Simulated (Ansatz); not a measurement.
This geometry of a periodic cell of 17 atoms, W16C (host W, host structure bcc, interstitial C) is a first-order saddle point.

Computed with Ansatz, DFT PBE, scalar-relativistic, plane waves, PAW. Settings: PAW set soft_1, cutoff 420 eV, k mesh 3x3x3, gaussian smearing 0.05 eV, no spin polarisation.

```xyz
17
Lattice="6.3200 0.0000 0.0000 0.0000 6.3200 0.0000 0.0000 0.0000 6.3200" Properties=species:S:1:pos:R:3
W 0.041 -0.033 -0.021
W 3.117 -0.020 -0.021
W 0.040 3.189 -0.021
W 0.041 -0.199 3.139
W 1.602 1.580 1.571
W 3.117 3.177 -0.021
W 3.184 0.009 3.140
W 4.743 1.577 1.360
W 0.044 3.358 3.140
W 1.668 4.739 1.541
W 1.602 1.580 4.707
W 3.186 3.148 3.140
W 4.746 4.738 1.527
W 4.743 1.578 4.918
W 1.668 4.739 4.738
W 4.746 4.739 4.752
C 5.552 1.581 3.139
```

Question: Which two structures does it join? (They come from a converged band through this point; their orientation in space is the band's.)

Answer: The atom that moves furthest is C17, by 1.53 Å; four of its nearest neighbours are W14 1.89, W8 1.89, W4 2.21, W7 2.21 Å at the first end and W4 1.89, W9 1.89, W5 2.21, W8 2.21 Å at the last.

Initial state:

```xyz
17
Lattice="6.3200 0.0000 0.0000 0.0000 6.3200 0.0000 0.0000 0.0000 6.3200" Properties=species:S:1:pos:R:3
W 0.109 -0.067 0.002
W 3.143 -0.066 0.002
W 0.109 3.218 0.002
W 0.030 0.009 3.162
W 1.626 1.575 1.568
W 3.142 3.217 0.002
W 3.222 0.011 3.162
W 4.787 1.576 1.275
W 0.032 3.141 3.162
W 1.627 4.736 1.608
W 1.626 1.575 4.755
W 3.221 3.141 3.162
W 4.785 4.736 1.567
W 4.787 1.575 5.051
W 1.627 4.736 4.716
W 4.785 4.735 4.758
C 4.787 1.576 3.163
```

Final state:

```xyz
17
Lattice="6.3200 0.0000 0.0000 0.0000 6.3200 0.0000 0.0000 0.0000 6.3200" Properties=species:S:1:pos:R:3
W 0.000 -0.013 -0.044
W 3.160 0.027 -0.044
W 0.000 3.177 -0.044
W 0.000 -0.307 3.116
W 1.565 1.582 1.551
W 3.160 3.136 -0.044
W 3.160 -0.012 3.116
W 4.755 1.582 1.551
W 0.000 3.470 3.116
W 1.643 4.742 1.474
W 1.565 1.582 4.681
W 3.160 3.176 3.116
W 4.677 4.742 1.474
W 4.755 1.582 4.681
W 1.643 4.742 4.759
W 4.677 4.742 4.759
C 6.320 1.582 3.116
```

Question: How far does it lie above each of them?

Answer: 1.56 eV above the first and 1.56 eV above the second. This is the barrier of this one path; another mechanism may lie lower. Limits of this set-up: coarse k mesh, a small cell, in which the defect meets its images, a typed lattice constant that wasn't relaxed here.

Time of the run: 9.6 min on 4 threads of INTEL(R) XEON(R) PLATINUM 8581C CPU @ 2.10GHz (Emerald Rapids), on a shared host, peak memory 3.3 GiB.
